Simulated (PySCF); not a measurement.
# Bonds of Mo to H, Cl, Br, O

PBE in PySCF with def2-TZVPPD on every atom (core potentials on Mo), for the lowest determinant that a PBE0 search found; no spin–orbit coupling. D0 is De less the harmonic zero-point energy.

| X | state of MoX | D0(MoX) (eV) | D0(X₂) (eV) |
| --- | --- | --- | --- |
| H | sextet (σ ↑, π ↑↑, δ ↑↑) | 2.42 | 4.27 |
| Cl | sextet (σ ↑, π ↑↑, δ ↑↑) | 3.94 | 2.81 |
| Br | sextet (σ ↑, π ↑↑, δ ↑↑) | 3.47 | 2.48 |
| O | quintet (σ ↑, π ↑, δ ↑↑) | 6.05 | 6.13 |

Q: Give the energy of Mo + X₂ → MoX + X at 0 K for each X.

A: H: 4.27 − 2.42 = +1.85 eV; Cl: 2.81 − 3.94 = -1.13 eV; Br: 2.48 − 3.47 = -0.99 eV; O: 6.13 − 6.05 = +0.08 eV (PBE/def2-TZVPPD; negative means exothermic).

Q: Does an atom of H displace Br from MoBr?

A: MoBr + H → MoH + Br has ΔE = 3.47 − 2.42 = +1.05 eV at PBE/def2-TZVPPD, so it is uphill.

Gas-phase diatomics only hint at surface chemistry, where an atom holds several bonds.

The metal atom is held in its measured ground configuration; semilocal functionals can put another filling of s and d lower by some tenths of an eV, and De to that atom would be smaller. These are scalar-relativistic numbers at best; spin–orbit coupling would shift them, the dissociation energy most. States were picked by a PBE0 search and need not be the measured ground states. With d or f electrons several states lie close, and the lowest PBE0 determinant need not be the measured ground state.
